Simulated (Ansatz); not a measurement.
## A correction line for wB97M-V/def2-TZVPP: vertical ionisation energy

The vertical ionisation energy (cation less neutral) in eV of 6 molecular compounds of Ge: x at wB97M-V/def2-TZVPP, y at CCSD(T)/def2-TZVPP. Shapes, held fixed at every level: PBE0-D4/def2-TZVP. Flexible molecules stand in one conformer, not always the lowest. Programs: Ansatz 0.2.0.

| molecule | x (eV) | y (eV) |
| --- | --- | --- |
| GeH(NH2) | 9.02 | 8.98 |
| GeH(SH) | 9.43 | 9.38 |
| Ge(SH)Cl | 9.78 | 9.71 |
| GeBr2 (SMILES [Br][Ge][Br]) | 9.92 | 9.83 |
| GeSi2H6O2 (SMILES [SiH3][O][Ge][O][SiH3]) | 10.16 | ? |
| CH4GeO2 (SMILES C[O][Ge][OH]) | 10.26 | 10.20 |

Task: Fit y = c + s·x to the known rows and predict y for GeSi2H6O2.

Result: 
1. Means of the 5 rows: x = 9.6820, y = 9.620.
2. Σ(Δx)² = 0.90208, Σ(Δx·Δy) = 0.8782, so the slope is 0.8782/0.90208 = 0.97353.
3. Intercept: 9.620 − (0.97353) × 9.6820 = 0.194. The largest residual of the fit is 0.022.
4. GeSi2H6O2: 0.194 + 0.97353 × 10.16 = 10.09 eV.

CCSD(T)/def2-TZVPP gives 10.12 eV, so the prediction is off by -0.03 eV, more than the largest residual. Uncorrected, wB97M-V/def2-TZVPP misses GeSi2H6O2 by +0.04 eV, and the other rows by 0.06 on average. The line overshoots: the miss goes from +0.04 to -0.03. Left out in turn, the other rows are missed by 0.02 eV on average, so much of the error is systematic among these molecules. Cations run unrestricted. Relativity is left out for Br, Ge. Outer-core shells of Br, Ge are correlated, in sets that cover them unevenly.
